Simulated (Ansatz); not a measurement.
Ansatz (a quantum-chemistry and plane-wave program) input (BLYP/def2-TZVPD):

Ansatz 0.2 input:
```yaml
crystal:
  periodic: [false, false, false]
  atoms:
    - {symbol: Sb, position_ang: [-0.00000000, -0.00000000, 0.00000000]}
    - {symbol: H, position_ang: [-0.01070777, 0.00403362, 1.77431359]}
    - {symbol: H, position_ang: [0.01070777, -0.00403362, -1.77431359]}
    - {symbol: H, position_ang: [1.71491811, -0.02915935, 0.01041561]}
    - {symbol: H, position_ang: [-0.83218633, 1.49976588, -0.00843162]}
    - {symbol: H, position_ang: [-0.88273178, -1.47060652, -0.00198399]}
basis:
  gaussian:
    orbitals: def2-TZVPD
hamiltonian:
  xc: {name: BLYP}
output: {forces: true}
```

Output:

```
Functional definition: BLYP
integrals: 0.02 GiB planned
668 factors; their error is unknown
mean field: 0.23 GiB planned
mean field evaluation 1: about -6612.9061 eV, gradient 1.7e1 eV
mean field evaluation 2: about -6613.5284 eV, gradient 1.1e1 eV
mean field evaluation 4: about -6613.8714 eV, gradient 2.5e-1 eV
mean field evaluation 8: about -6613.8571 eV, gradient 2.0e-1 eV
mean field evaluation 16: about -6613.8571 eV, gradient 1.1e-5 eV
mean field -6613.85713398 eV, -243.0547666405 hartree, gradient 1.1e-5 eV, S^2 0.000000; 0 other end points of the search recorded, 0 dependent functions left out
the calculation of the forces begins
reference -6613.85749244 eV, -243.0547798136 hartree; 14, 14 occupied and 87, 87 virtual orbitals, 668 factors
Total energy: -6613.85749244 eV, -243.0547798136 hartree
Atom 0 at    -0.000000    -0.000000     0.000000 Å, force    -0.000023     0.000000    -0.000000 eV/Å
Atom 1 at    -0.010708     0.004034     1.774314 Å, force    -0.001139     0.000429     0.188657 eV/Å
Atom 2 at     0.010708    -0.004034    -1.774314 Å, force     0.001138    -0.000429    -0.188657 eV/Å
Atom 3 at     1.714918    -0.029159     0.010416 Å, force     0.238546    -0.004056     0.001449 eV/Å
Atom 4 at    -0.832186     1.499766    -0.008432 Å, force    -0.115744     0.208731    -0.001173 eV/Å
Atom 5 at    -0.882732    -1.470607    -0.001984 Å, force    -0.122778    -0.204675    -0.000276 eV/Å
Dipole moment:     0.000001    -0.000000     0.000000 e Å
```
